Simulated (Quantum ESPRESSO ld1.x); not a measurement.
The numbers below are computed, except where a source is named.
One sound ld1.x (Quantum ESPRESSO 7.5) input for the selenium ion Se3+ gives E = -2395.7911 hartree in 31 iterations:

```
 &input
    zed=34.0,
    iswitch=1,
    rel=0,
    dft='PZ',
    config='[Ar] 3d10 4s2 4p1',
    prefix='ld1',
    max_out_wfc=37,
    file_charge='ld1.rho',
 /
```

Changed or added lines, one case at a time, and what came of them:

- lsd=2: refused. The program stops in ld1_readin with "lsd not correct": lsd takes 0 or 1.
- lsd=1 dft='BLYP': silently wrong. The run ends normally, but in this build (ld1.x 7.5) Etot and Exc of a spin-polarised run lack the gradient corrections of exchange and correlation and come out near their LSDA values (nitrogen, PBE: -54.132 hartree against -54.536 from two other codes). The eigenvalues and orbitals are those of the GGA; the energies must not be used.
- config='[Ar] 3d10 4s2 4p1 1s1': refused. The program stops in el_config with "wavefunction 1S found too many times": the bracketed core already holds 1s.
- rel=2 cau_fact=30.87: crashed. The program stops in dirsol with "no classical turning point found": with c below Z the Dirac equation of a point nucleus has no 1s solution.
- tr2=1e-30: usable despite the warning. The threshold lies below the rounding noise, so the cycle runs to its limit and warns, but the energy differs from the sound run by less than 1e-5 hartree.
- dx=0.002: refused. The program stops in do_mesh with "ndmx is too small": the mesh holds 3500 points at most, so dx, xmin and rmax must fit that.
- config='[Ar] 3d10 4s2 4p1 5d-1': harmless. A negative occupation marks a state as unused; the result equals that of the sound run.
